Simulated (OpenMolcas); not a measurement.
## Ne2+: effect of the basis set

| Quantity | Value |
| --- | --- |
| Program | OpenMolcas |
| Method | SS-CASPT2, IPEA 0.25 Eh, imaginary shift 0.1 Eh (closed shells correlated: 1s 2s) |
| Active space | 4 electrons in 3 orbitals (2p) |
| State averaging | 2S+1 = 3 even, 3 roots; 2S+1 = 1 even, 6 roots |
| Spin-orbit coupling | state interaction with AMFI integrals over the reference wave functions, term energies averaged over their components |

A. ANO-RCC-VDZP [3s2p1d], DKH2, point nucleus; CASPT2 step roughly 1.3 core-seconds
B. ANO-RCC-VTZP [4s3p2d1f], DKH2, point nucleus; CASPT2 step of the order of 0.9 core-seconds
C. ANO-L-VTZP [4s3p2d1f], non-relativistic, point nucleus; CASPT2 step of the order of 0.6 core-seconds
D. ANO-R2 [4s4p2d1f], X2C, finite nucleus; CASPT2 step about 1.2 core-seconds
E. ANO-R3 [4s4p2d1f], X2C, finite nucleus; CASPT2 step of the order of 0.6 core-seconds
F. ANO-RCC-VQZP [5s4p3d2f1g], DKH2, point nucleus; CASPT2 step of the order of 1 core-seconds

Energies in cm-1 above 2s2 2p4 3P2, the measured ground level; measured values from Moore, Atomic Energy Levels, vol. I, NSRDS-NBS 35 (1971 reprint of NBS Circular 467, 1949).

```tsv
Level	A	B	C	D	E	F	Measured
2s2 2p4 3P2	0.0	0.0	0.0	0.0	0.0	0.0	0.0
2s2 2p4 3P1	627	601	592	600	600	604	650
2s2 2p4 3P0	924	886	872	885	885	890	927
2s2 2p4 1D2	26940	26220	26340	26150	26150	25840	25841
2s2 2p4 1S0	59270	58770	58920	58550	58550	57990	55747
```

Deviations, from unrounded energies. A percentage is the sum of absolute deviations over the sum of measured energies, with the sign that they share, or ± where signs differ.

```json
{"Against measurement": "mean absolute deviation (cm-1)", "Levels": "4", "A": "1200", "B": "870", "C": "950", "D": "800", "E": "800", "F": "580"}
{"Against measurement": "fine structure of the ground term (%)", "Levels": "2", "A": "-1.6", "B": "-5.7", "C": "-7.2", "D": "-5.8", "E": "-5.8", "F": "-5.3"}
{"Against measurement": "other terms of the ground configuration (%)", "Levels": "2", "A": "+5.7", "B": "+4.2", "C": "+4.5", "D": "+3.8", "E": "+3.8", "F": "±2.7"}
```

F lies closest to measurement on these levels and A furthest from it. The largest miss of F in the table is 2s2 2p4 1S0, by +2200 cm-1. The ranking rests on the paired levels alone, and a cruder setting can come out closer through cancelling errors.

Among A to F the level of the table that moves most is 2s2 2p4 1S0, by 1300 cm-1 (lowest in F, highest in A). Moves below CASPT2's spread within the term are not significant.

CASPT2 breaks the degeneracy within a term, and the mean is taken; among the terms shown or strongly mixed into the levels shown the widest spread is 69 cm-1 (2s2 2p4 1D, F). With the s shell closed, the reference lacks s² → p² mixing. Computed and measured levels are paired by configuration, term and J; levels that our copy of the source lacks, or whose pairing is in doubt (as where it misses far off the trend of its configuration), stay unpaired and out of the deviations. Only configurations of the active space appear.
